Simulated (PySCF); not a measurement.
**How methods differ on the ionisation energy of Sb²⁺**

Sb²⁺ [Kr] 4d10 5s2 5p1 (2P) → Sb³⁺ [Kr] 4d10 5s2 (1S), as a difference of total energies. All numbers are calculated (PySCF 2.14, the spin-free X2C one-electron Hamiltonian (Gaussian nucleus), in x2c-TZVPall). Correlated levels: valence: [Kr] 4d10 frozen. The calculations carry no spin-orbit coupling.

| method | ionisation energy (eV) | difference from reference (eV) |
| --- | --- | --- |
| UHF | 24.098 | -1.225 |
| M06-2X | 24.602 | -0.721 |
| M06-L | 24.244 | -1.079 |
| MP2 (valence) | 24.301 | -1.022 |
| SCS-MP2 (valence) | 24.290 | -1.033 |

Reference: 25.323 eV (measured; NIST Atomic Spectra Database, ionization energies).

The reference lies between the lowest fine-structure levels, while these numbers refer to the centres of the terms.

Errors of the correlated levels include the incompleteness of this basis and the frozen core.
